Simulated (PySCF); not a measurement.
**J couplings in C4H5NO2**

Geometry:
```json
{"atom": "C1", "x (Å)": "-1.551", "y (Å)": "1.334", "z (Å)": "0.793"}
{"atom": "O2", "x (Å)": "-0.463", "y (Å)": "1.227", "z (Å)": "-0.109"}
{"atom": "C3", "x (Å)": "0.154", "y (Å)": "0.049", "z (Å)": "-0.114"}
{"atom": "C4", "x (Å)": "1.272", "y (Å)": "-0.281", "z (Å)": "-0.938"}
{"atom": "C5", "x (Å)": "1.536", "y (Å)": "-1.566", "z (Å)": "-0.588"}
{"atom": "O6", "x (Å)": "0.677", "y (Å)": "-1.979", "z (Å)": "0.346"}
{"atom": "N7", "x (Å)": "-0.184", "y (Å)": "-0.968", "z (Å)": "0.640"}
{"atom": "H8", "x (Å)": "-2.320", "y (Å)": "0.597", "z (Å)": "0.554"}
{"atom": "H9", "x (Å)": "-1.217", "y (Å)": "1.168", "z (Å)": "1.819"}
{"atom": "H10", "x (Å)": "-1.940", "y (Å)": "2.343", "z (Å)": "0.676"}
{"atom": "H11", "x (Å)": "1.761", "y (Å)": "0.349", "z (Å)": "-1.649"}
{"atom": "H12", "x (Å)": "2.275", "y (Å)": "-2.272", "z (Å)": "-0.912"}
```

Couplings: B3LYP/pcJ-1 (spin–dipole term only in couplings to heteroatoms) in PySCF, geometry GFN2-xTB; gas phase, one conformer, non-relativistic. Couplings are averaged over pairs made equivalent by symmetry, fast rotation or ring inversion, so a value needn't be that of the named pair in this geometry, while other rotamers aren't included; one pair stands for each set, and the list holds a selection of those of at least 1.5 Hz over up to four bonds, among pairs with at least one C or N or H atom (others weren't computed).

Isotopes: 13C, 1H, 17O, 15N. Couplings to quadrupolar nuclei such as 17O and 33S are rarely resolved in practice.

| pair | bonds | J (Hz) |
| --- | --- | --- |
| C1, O2 | 1 | 20.7 |
| C1, H8 | 1 | ? |
| O2, C3 | 1 | 23.4 |
| C3, C4 | 1 | 69.2 |
| C3, N7 | 1 | ? |
| C4, C5 | 1 | 78.8 |
| C4, H11 | 1 | 190.7 |
| C5, O6 | 1 | 37.2 |
| C5, H12 | 1 | 208.1 |
| O6, N7 | 1 | ? |
| C1, C3 | 2 | -2.5 |
| O2, C4 | 2 | -13.6 |
| O2, H8 | 2 | ? |
| C3, C5 | 2 | 6.6 |
| C3, O6 | 2 | 6.5 |
| C3, H11 | 2 | ? |
| C4, H12 | 2 | 14.0 |
| C5, H11 | 2 | 11.7 |
| O6, H12 | 2 | -20.8 |
| H8, H9 | 2 | -11.3 |
| C1, C4 | 3 | 2.2 |
| C1, N7 | 3 | -4.5 |
| O2, C5 | 3 | -1.6 |
| C3, H8 | 3 | ? |
| C3, H12 | 3 | ? |
| H11, H12 | 3 | ? |

Task: Estimate the withheld couplings, with signs.

Result: 
- 1J(C1,H8) = 150.8 Hz (bond length 1.092 Å, sp3 carbon)
- 1J(C3,N7) = 2.6 Hz (bond length 1.311 Å)
- 1J(O6,N7) = -46.2 Hz (bond length 1.360 Å)
- 2J(O2,H8) = -6.4 Hz (mean over equivalent pairs that range from -14.9 to -2.1 Hz in this conformer)
- 2J(C3,H11) = 2.1 Hz (angle at C4 127°)
- 3J(C3,H8) = 4.0 Hz (mean over equivalent pairs that range from 1.1 to 9.8 Hz in this conformer)
- 3J(C3,H12) = 7.4 Hz (dihedral angle 180°)
- 3J(H11,H12) = 2.1 Hz (dihedral angle 0°)
